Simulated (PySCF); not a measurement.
Computed properties of C4H6F2, SMILES CCC=C(F)F

C4H6F2, SMILES CCC=C(F)F. The structure is a stationary point at PBE0-D3(BJ)/def2-SVP. One conformer was computed; it need not be the lowest. All values are computed for the isolated molecule unless a solvent is named; none is compared with measurement here.

**Structure.** All 30 harmonic modes at PBE0-D3(BJ)/def2-SVP (PySCF) are real, so it is a minimum. With heavy atoms numbered as in [CH3:1][CH2:2][CH:3]=[C:4]([F:5])[F:6], the shortest bond between them is C4–F6 at 1.313 Å and the longest C1–C2 at 1.525 Å.

**Vibrations.** The strongest infrared lines (harmonic, unscaled, degenerate partners summed) lie at 1853 cm⁻¹ (264 km/mol, C 95 %), 1406 cm⁻¹ (100 km/mol, C 53 %, H 39 %), 1351 cm⁻¹ (76 km/mol, C 52 %, H 38 %, F 10 %). The softest mode is at 61 cm⁻¹ and the zero-point energy is 59.1 kcal/mol.

**Electronic structure.** B3LYP/def2-TZVP (PySCF) places the frontier levels at -6.98 and 0.42 eV, a gap of 7.40 eV, and gives a dipole moment of 1.54 D and a mean polarisability of 50.8 bohr³. PBE/def2-TZVP (PySCF) at the same geometry gives -5.90 and -0.29 eV, so its gap is 1.79 eV narrower. An orbital gap is neither the optical nor the fundamental gap.

**Excitations.** TDDFT-ωB97X/def2-SVPD (PySCF) has S1 at 7.27 eV (171 nm, f = 0.030, weak); the most intense of the 10 singlets computed lies at 7.73 eV (f = 0.44). T1 (TDA) is at 4.66 eV. TDDFT-PBE/def2-SVPD (PySCF) puts S1 at 6.01 eV. No vertical singlet excitation falls in the visible range (under 3.1 eV).

**NMR.** GIAO shifts at PBE0/pcSseg-1 (PySCF) (non-relativistic, atoms alike by connectivity averaged): ¹³C from 19.1 to 167.8 ppm against TMS; ¹H from 1.3 to 4.3 ppm against TMS; ¹⁹F at -97.3 ppm against CFCl3.

**Solvation.** SMD-B3LYP/def2-SVP (PySCF) gives 2.5 kcal/mol in water, -1.4 kcal/mol in ethanol, -1.5 kcal/mol in 2-propanol (1 M in both phases, gas-phase geometry).
